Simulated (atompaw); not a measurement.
PBE PAW (atompaw) dataset for vanadium (V), scalar-relativistic all-electron reference.

- Element: V
- Generator: atompaw 4.2.0.5
- Type: PAW
- Functional: PBE
- Relativity: scalar-relativistic
- Frozen core: [Ar]
- Valence charge: 5
- Reference configuration: 3d3 4s1 4p1
- Partial waves: 4s (bound); 4s channel at 0.05 Ry; 4p (bound); 4p channel at 0.9 Ry; 3d (bound); 3d channel at -0.05 Ry
- Local potential: bessel scheme, radius 2.25 bohr
- Core correction: smooth core density matched at 1.65 bohr
- Augmentation charge: besselshape compensation charge, radius 2.35 bohr; PAW radius 3.00 bohr; waves and projectors: bloechl

All-electron outer shells of the reference configuration (PBE, scalar-relativistic, ld1.x):

```
shell  level (eV)  outermost node (bohr)  outermost maximum (bohr)
   3s      -71.66                   0.38                      0.82
   3p      -45.46                   0.35                      0.84
   3d       -6.50                      –                      0.90
   4s       -5.53                   1.17                      2.72
   4p       -2.10                   1.30                      3.54
```

(1) Estimate the cutoffs (Ry, on a coarse ladder) from which the occupation-weighted sum of valence levels, in a spherical-Bessel basis at the reference potential, stays within 10 and 1 mRy of its value at 400 Ry.

(2) Does the potential have ghost states?

(3) Is the overlap operator S = 1 + Σ q|β⟩⟨β| positive definite (Bessel basis up to 400 Ry)?

(4) Which valence shell sets the plane-wave cutoff?

Answers

(1) 18 Ry and 25 Ry.

(2) No extra level below or beside the all-electron valence levels (s, p, d, f tested). The logarithmic derivative shows an extra or strongly shifted pseudo pole above the reference energy (p near 0.42 Ry).

(3) Barely: its lowest eigenvalue is 0.001 (s channel).

(4) 3d: its level needs 21 Ry to come within 1 mRy, against 6 Ry for 4s.
